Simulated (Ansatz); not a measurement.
Basis-set series for C2H5NSi (`C1=C[SiH2]N1`). Total charge 0; spin multiplicity 1. The structure was optimised at the PBE0-D4/def2-TZVP level.

```
functional       basis  functions  energy (Eh)  HOMO (eV)  LUMO (eV)
   PBE0-D4  def2-TZVPP        205   -423.21520      -6.26       0.04
   PBE0-D4  def2-QZVPP        391   -423.23299      -6.29      -0.10
   ωB97M-V  def2-TZVPP        205   -423.41369      -8.47       1.71
   ωB97M-V  def2-QZVPP        391   -423.43018      -8.50       1.29
```

(1) Give the rows for def2-SVP. (Estimate.)

Results:

(1) Ansatz gave: 
```csv
functional,basis,functions,energy (Eh),HOMO (eV),LUMO (eV)
PBE0-D4,def2-SVP,85,-422.95984,-6.11,0.31
ωB97M-V,def2-SVP,85,-423.15143,-8.32,2.44
```

Positive LUMOs are unbound and depend on the basis.
